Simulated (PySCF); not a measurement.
ScBr3, SMILES [Br][Sc]([Br])[Br].

Geometry: B3LYP-D3(BJ)/def2-SVP.

Method: PySCF with PBE/def2-TZVP.

The molecule is in vacuum.

Computed frontier levels, gap, dipole moment and polarisability:
| Quantity | Result |
|---|---|
| highest occupied level | -7.33 eV |
| lowest empty level | -4.23 eV |
| orbital gap | 3.10 eV |
| dipole moment | 0.00 D |
| quadrupole, principal values (traceless, Buckingham form, about the centre of nuclear charge) | -5.00, -5.00, 10.01 D·Å |
| mean static polarisability | 100.2 bohr³ (14.84 Å³) |
| polarisability, principal values | 65.4, 117.5, 117.5 bohr³ |
